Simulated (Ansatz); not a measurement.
Mulliken charges of FH₃Se₃Sn (`[F][Sn]([SeH])([SeH])[SeH]`) from r2SCAN/def2-TZVPP in Ansatz (PBE0-D4/def2-TZVP geometry).

| atom | x (Å) | y (Å) | z (Å) | charge (e) |
| --- | --- | --- | --- | --- |
| F1 | -1.349 | 0.008 | 1.410 | -0.464 |
| Sn2 | 0.065 | -0.255 | 0.133 | 0.947 |
| Se3 | 2.266 | -0.192 | 1.337 | -0.250 |
| Se4 | -0.314 | 1.667 | -1.443 | -0.264 |
| Se5 | -0.238 | -2.544 | -0.842 | -0.251 |
| H6 | 2.459 | 1.199 | 0.905 | 0.092 |
| H7 | -1.152 | 2.297 | -0.412 | 0.101 |
| H8 | -1.644 | -2.236 | -1.143 | 0.090 |

Problem. By hand: the dipole of these point charges (1 e Å = 4.8032 D).

Solution. Σ q r = (0.226, 0.142, -0.331) e Å, of length 0.425 e Å = 2.04 D.

Problem. How does the dipole of the full density compare? (Estimate.)

Solution. Computed: (0.148, 0.116, -0.259) e Å, 1.54 D; the point charges give 1.32 times that, at 5° from its direction.

Point charges leave out the atoms' own dipoles, such as those of lone pairs, and Mulliken's split depends on the basis, so the two needn't agree.
